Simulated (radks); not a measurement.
Values are calculated unless marked as measured or tabulated.
Problem. Species: Os+. Configuration: [Xe] 4f14 5d5 6s1 5f1 (not the ground configuration). Code: a radial shooting solver on a logarithmic mesh with Libxc functionals. Model: scalar-relativistic Kohn-Sham, LDA (Slater exchange, Perdew-Wang correlation), spin-polarised, spherical densities, point nucleus; open shells are filled with parallel spins first (spin-orbit coupling, left out, can overturn this in heavy ions). Some entries of the table are withheld. Estimate them.

orbital,occ.,eigenvalue (hartree),<1/r> (bohr^-1)
1s up,1,-2713.429,90.44
1s down,1,-2713.428,90.44
2s up,1,-473.1153,21.17
2s down,1,-473.1042,21.17
2p up,3,-412.1750,19.05
2p down,3,-412.1655,19.05
3s up,1,-110.5447,7.841
3s down,1,-110.5390,7.841
3p up,3,-92.65573,7.208
3p down,3,-92.64979,7.208
3d up,5,-72.64629,6.802
3d down,5,-72.63781,6.802
4s up,1,-23.78106,3.347
4s down,1,-23.76925,3.347
4p up,3,-17.91193,3.033
4p down,3,-17.89994,3.033
4d up,5,-10.62787,2.706
4d down,5,-10.61343,2.708
5s up,1,-4.00891,1.337
5s down,1,-3.92124,1.348
4f up,7,-2.53084,2.238
5p up,3,-2.51199,1.132
4f down,7,-2.50761,2.246
5p down,3,-2.40266,1.144
5d up,5,-0.83628,0.7846
6s up,1,-0.71532,0.5004
5d down,0,-0.70221,0.7866
6s down,0,-0.60260,0.4789
6p up,0,-0.43471,0.3930
6p down,0,-0.35339,0.3614
7s up,0,(1),0.2070
7s down,0,(2),0.1945
6d up,0,-0.17626,0.2223
6d down,0,-0.14409,0.1969
5f up,1,-0.09606,0.1548
5f down,0,-0.07615,0.1261
6f up,0,-0.04473,(3)
6f down,0,-0.03593,(4)

Solution. 
(1) 7s up eigenvalue (hartree): -0.21847
(2) 7s down eigenvalue (hartree): -0.18654
(3) 6f up <1/r> (bohr^-1): 0.1017
(4) 6f down <1/r> (bohr^-1): 0.07973
